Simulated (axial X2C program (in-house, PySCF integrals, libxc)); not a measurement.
What spin–orbit coupling does to CsSe⁺

All values were computed with an in-house all-electron X2C program for linear molecules (integrals from PySCF). Spin-free means the one-electron spin-free X2C Hamiltonian; two-component (2c) means X2C with spin–orbit coupling and atomic mean-field two-electron Coulomb and Gaunt terms, so the difference of the two also holds small scalar two-electron terms. Basis: Cs dyall-cv3z [15s15p9d4f1g], Se dyall-cv3z [8s9p6d4f1g] (cores contracted in-house); Gaussian nuclei, density fitting, unrestricted open shells. Masses: Cs 132.905 u, Se 79.917 u.

Spin-free state: M_S = 1, Λ = 0 (beyond evenly filled blocks: π+α, π-α); fragments Cs+ + Se.

```csv
level,Re (Å),ωe (cm⁻¹),De (eV),μ (D)
PBE0,3.805,58.1,0.279,-5.17
HF,4.022,48.4,0.209,-5.93
MP2,3.834,58.6,0.272,n/a
CCSD,3.866,56.7,0.262,n/a
CCSD(T),3.851,57.7,0.253,n/a
r2SCAN,3.836,57.0,0.266,-5.29
```

Correlated methods: 14 electrons correlated (number of frozen shells: Cs 4 s, 3 p, 2 d; Se 3 s, 2 p, 1 d), 312 virtual spin orbitals or spinors in MP2, 90 natural virtuals in coupled cluster.

Dipoles are positive if Se is the positive end and refer to the centre of mass.

Two-component determinant lowest at the distance of the search:

Ω = 1 (⟨Sz⟩ = 0.93, ⟨Lz⟩ = 0.07 at HF); fragments Cs+ + Se.

```csv
level,Re (Å),ωe (cm⁻¹),De (eV),μ (D)
PBE0,3.808,57.5,0.244,-5.19
HF,4.036,46.6,n/a,-5.99
MP2,3.838,58.1,0.167,n/a
CCSD,3.871,55.7,0.181,n/a
CCSD(T),3.856,56.6,0.167,n/a
r2SCAN,3.836,56.9,n/a,-5.29
```

Question: From the two tables, how do the constants change at the CCSD(T) level (2c against spin-free)?

Answer: At the CCSD(T) level Re goes up by 0.005 Å and ωe goes down by 1.1 cm⁻¹; De changes by -0.086 eV.

One determinant describes the state; a PBE0 search over occupations chose it and may have missed a lower one. De is counted from the lowest determinant-based energies of the atoms at the same level, without counterpoise correction. De is not given where an atomic determinant may have missed its ground term or J level, or where the truncated virtual space spoils (T). Density functionals use the spin component along the axis (collinear). Coupled cluster ran in a truncated set of natural virtual spinors; the MP2 energy of the rest was added. (T) has no such correction and the atoms are truncated less, which lowers De at CCSD(T) by a hundredth of an eV or more. Other states lie close and PBE0, whose exact exchange favours high spin, may order them wrongly; the determinant shown need not be the ground state. The nearest other spin-free determinant of the search, M_S = 1, Λ = 1, lies 0.33 eV up at the distance of the search. The functionals have no current-density term, which raises determinants with orbital currents, atoms included. With several unpaired electrons one determinant need not be a pure state. Open-shell Ω = 0 determinants with evenly filled partner blocks cannot be reached by this program, so the Ω shown need not be the lowest component. This is the Ω = 1 component of a π² triplet; the 0⁺ component is not one determinant and can lie lowest.
